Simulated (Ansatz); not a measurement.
A nudged elastic band was laid between two geometries of C$_{2}$H$_{11}$NOSi$_{2}$ (17 atoms, charge 0, multiplicity 1).

The calculation used RKS PBE0-D4/cc-pVDZ (Ansatz 0.2.0).

```json
{
 "movable images": "7",
 "climbing image": "yes",
 "spring": "5.0 eV/Å²",
 "optimiser": "quadratic models (default)",
 "start path": "through a guess of the saddle point",
 "force threshold": "0.03 eV/Å",
 "iteration limit": "37",
 "end points": "relaxed"
}
```

Initial state:

```xyz
17
Properties=species:S:1:pos:R:3
C -2.603 -0.778 -0.949
C -1.378 -1.092 -0.091
Si 0.123 -0.057 -0.564
O -0.256 1.594 -0.462
Si 1.934 -0.126 0.941
N 2.354 1.609 0.933
H -2.873 0.287 -0.876
H -3.480 -1.369 -0.640
H -2.415 -0.996 -2.013
H -1.101 -2.159 -0.174
H -1.592 -0.908 0.976
H 0.528 -0.400 -1.975
H 0.428 2.030 0.081
H 3.078 -1.056 0.631
H 1.486 -0.415 2.345
H 2.852 1.936 1.760
H 2.896 1.901 0.119
```

Final state:

```xyz
17
Properties=species:S:1:pos:R:3
C -2.509 -0.596 -0.713
C -1.237 -0.645 0.132
Si 0.329 -0.237 -0.850
O 0.135 1.239 -1.684
Si 2.202 -0.135 0.586
N 2.086 1.098 1.847
H -2.622 0.387 -1.197
H -3.412 -0.784 -0.112
H -2.481 -1.348 -1.517
H -1.100 -1.644 0.586
H -1.308 0.060 0.981
H 0.500 -1.236 -1.957
H 0.125 2.014 -1.111
H 3.443 0.185 -0.195
H 2.387 -1.460 1.272
H 1.266 1.043 2.448
H 2.178 2.059 1.523
```

Q: What changes between the two ends?

A: No bond is made or broken. The height of N6 over the plane of its neighbours goes from 0.34 to -0.32 Å.

Q: Give the energies along the band, and the barrier.

A: The forces met the threshold. The highest image is number 6 of 0 to 8, 16.9 kJ/mol above the first end and 1.0 kJ/mol above the last; the last end lies 16.0 kJ/mol above the first. A vibrational analysis at the climbing image gives one clearly imaginary mode, 56i cm⁻¹, and a faint second one (17i cm⁻¹) that may be numerical noise or a soft torsion: probably a first-order saddle point.

```csv
image,path coordinate (Å),energy (kJ/mol),height of N6 over the plane of its neighbours (Å)
0,0.00,0.0,0.34
1,0.44,0.3,0.34
2,0.88,1.1,0.35
3,1.32,2.4,0.35
4,1.76,4.0,0.34
5,2.20,12.3,0.14
6,2.64,16.9,-0.30
7,3.93,16.4,-0.30
8,5.22,16.0,-0.32
```

Q: What is the geometry of the highest image?

A: 
```xyz
17
Properties=species:S:1:pos:R:3
C -2.556 -0.702 -0.826
C -1.305 -0.930 0.021
Si 0.246 -0.145 -0.724
O -0.018 1.513 -1.046
Si 2.102 -0.192 0.745
N 2.415 1.418 1.408
H -2.736 0.373 -0.980
H -3.455 -1.132 -0.356
H -2.452 -1.160 -1.823
H -1.104 -2.009 0.152
H -1.445 -0.526 1.040
H 0.506 -0.754 -2.070
H 0.230 2.067 -0.297
H 3.358 -0.645 0.057
H 1.848 -1.088 1.924
H 1.739 1.761 2.086
H 2.609 2.151 0.730
```

The run took 10 min on 2 threads of AMD EPYC 7R13 Processor (Zen 3), with other jobs on the host, peak memory 0.52 GiB.
